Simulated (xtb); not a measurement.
Input file for xtb: GFN1-xTB on SbH, 2S+1 = 3, a spin state set in the input, which need not be the lowest, a point of a bond scan (R = 1.879 Å).

```
$ xtb mol.xyz --gfn 1 --sp --chrg 0 --uhf 2
2

H      0.00000000     0.00000000     0.00000000
Sb     0.00000000     0.00000000     1.87917800
```

It printed:

```
[...]
           -------------------------------------------------
          |                Calculation Setup                |
           -------------------------------------------------



           -------------------------------------------------
          |                 G F N 1 - x T B                 |
           -------------------------------------------------

        Reference                      10.1021/acs.jctc.7b00118
      * Hamiltonian:
        H0-scaling (s, p, d)           1.850000    2.250000    2.000000
        zeta-weighting                 0.000000
      * Dispersion:
        s8                             2.400000
        a1                             0.630000
        a2                             5.000000
        s9                             0.000000
      * Repulsion:
        kExp                           1.500000
        rExp                           1.000000
      * Coulomb:
        alpha                          2.000000
        third order                    atomic
        anisotropic                    false
      * Halogen bond correction:
        rad-scale                      1.300000
        damping                        0.440000


          ...................................................
          :                      SETUP                      :
          :.................................................:
          :  # basis functions                  12          :
          :  # atomic orbitals                  11          :
          :  # shells                            5          :
          :  # electrons                         6          :
          :  # halogen bonds                     0          :
          :  max. iterations                   250          :
          :  Hamiltonian                  GFN1-xTB          :
          :  restarted?                      false          :
          :  GBSA solvation                  false          :
          :  PC potential                    false          :
          :  electronic temp.          300.0000000     K    :
          :  accuracy                    1.0000000          :
          :  -> integral cutoff          0.2500000E+02      :
          :  -> integral neglect         0.1000000E-07      :
          :  -> SCF convergence          0.1000000E-05 Eh   :
          :  -> wf. convergence          0.2000000E-04 e    :
          :  Broyden damping             0.4000000          :
          :  net charge                          0          :
          :  unpaired electrons                  2          :
          ...................................................

 iter      E             dE          RMSdq      gap      omega  full diag
   1     -2.9180483 -0.291805E+01  0.378E+00    2.78       0.0  T
   2     -2.9365713 -0.185230E-01  0.263E-01    3.05       1.0  T
   3     -2.9365742 -0.289040E-05  0.141E-01    3.05       1.0  T
   4     -2.9365742 -0.292023E-08  0.261E-03    3.05      27.1  T
   5     -2.9365742 -0.709124E-08  0.511E-05    3.05    1382.7  T
   6     -2.9365742 -0.332845E-11  0.314E-05    3.05    2251.3  T

   *** convergence criteria satisfied after 6 iterations ***

         #    Occupation            Energy/Eh            Energy/eV
      -------------------------------------------------------------
         1        2.0000           -0.8015406             -21.8110
         2        2.0000           -0.4273146             -11.6278
         3        1.0000           -0.3092813              -8.4160
         4        1.0000           -0.3092813              -8.4160 (HOMO)
         5                         -0.1970253              -5.3613 (LUMO)
         6                         -0.1111157              -3.0236
         7                         -0.1111157              -3.0236
         8                         -0.1111157              -3.0236
         9                         -0.1111157              -3.0236
       ...                                ...                  ...
        11                          0.1989183               5.4128
      -------------------------------------------------------------
                  HL-Gap            0.1122560 Eh            3.0546 eV
             Fermi-level           -0.3107256 Eh           -8.4553 eV

 transition dipole moment (au) for excitation:           3           4
     X       Y       Z
   0.0000  -0.0000   0.0000  total (au/Debye):    0.000   0.000
 dE (eV)             :    0.000
 oscillator strength :  0.14404E-45

 SCC (total)                   0 d,  0 h,  0 min,  0.003 sec
 SCC setup                      ...        0 min,  0.000 sec (  6.455%)
 Dispersion                     ...        0 min,  0.000 sec (  1.434%)
 classical contributions        ...        0 min,  0.000 sec (  1.258%)
 integral evaluation            ...        0 min,  0.000 sec ( 18.193%)
 iterations                     ...        0 min,  0.001 sec ( 35.506%)
 molecular gradient             ...        0 min,  0.000 sec (  9.774%)
 printout                       ...        0 min,  0.001 sec ( 26.607%)

         :::::::::::::::::::::::::::::::::::::::::::::::::::::
         ::                     SUMMARY                     ::
         :::::::::::::::::::::::::::::::::::::::::::::::::::::
         :: total energy              -2.935918019538 Eh    ::
         :: gradient norm              0.044377230404 Eh/a0 ::
         :: HOMO-LUMO gap              3.054642308789 eV    ::
         ::.................................................::
         :: SCC energy                -2.936574199523 Eh    ::
         :: -> electrostatic           0.004410394891 Eh    ::
         :: repulsion energy           0.000832354597 Eh    ::
         :: dispersion energy         -0.000176174612 Eh    ::
         :: halogen bond corr.         0.000000000000 Eh    ::
         :: add. restraining           0.000000000000 Eh    ::
         :: total charge              -0.000000000000 e     ::
         :::::::::::::::::::::::::::::::::::::::::::::::::::::

           -------------------------------------------------
          |                Property Printout                |
           -------------------------------------------------

    * Orbital Energies and Occupations

         #    Occupation            Energy/Eh            Energy/eV
      -------------------------------------------------------------
         1        2.0000           -0.8015406             -21.8110
         2        2.0000           -0.4273146             -11.6278
         3        1.0000           -0.3092813              -8.4160
         4        1.0000           -0.3092813              -8.4160 (HOMO)
         5                         -0.1970253              -5.3613 (LUMO)
         6                         -0.1111157              -3.0236
         7                         -0.1111157              -3.0236
         8                         -0.1111157              -3.0236
         9                         -0.1111157              -3.0236
        10                         -0.0352453              -0.9591
        11                          0.1989183               5.4128
      -------------------------------------------------------------
                  HL-Gap            0.1122560 Eh            3.0546 eV
             Fermi-level           -0.3107256 Eh           -8.4553 eV

  Mulliken/CM5 charges         n(s)   n(p)   n(d)
     1H    -0.13552 -0.10639   1.136  0.000  0.000
     2Sb    0.13552  0.10639   1.987  2.831  0.047

Wiberg/Mayer (AO) data.
largest (>0.10) Wiberg bond orders for each atom

 ---------------------------------------------------------------------------
     #   Z sym  total        # sym  WBO       # sym  WBO       # sym  WBO
 ---------------------------------------------------------------------------
     1   1 H    0.984 --     2 Sb   0.984
Note: The following floating-point exceptions are signalling: IEEE_DENORMAL
normal termination of xtb
     2  51 Sb   0.984 --     1 H    0.984
 ---------------------------------------------------------------------------

Topologies differ in total number of bonds
Writing topology from bond orders to xtbtopo.mol

 dipole moment from electron density (au)
     X       Y       Z
  -0.0000  -0.0000   0.9303  total (Debye):    2.365


           -------------------------------------------------
          | TOTAL ENERGY               -2.935918019538 Eh   |
          | GRADIENT NORM               0.044377230404 Eh/α |
          | HOMO-LUMO GAP               3.054642308789 eV   |
           -------------------------------------------------

------------------------------------------------------------------------
------------------------------------------------------------------------
 total:
 SCF:
```

The run finished.

Cost: very roughly 0.05 core-seconds.
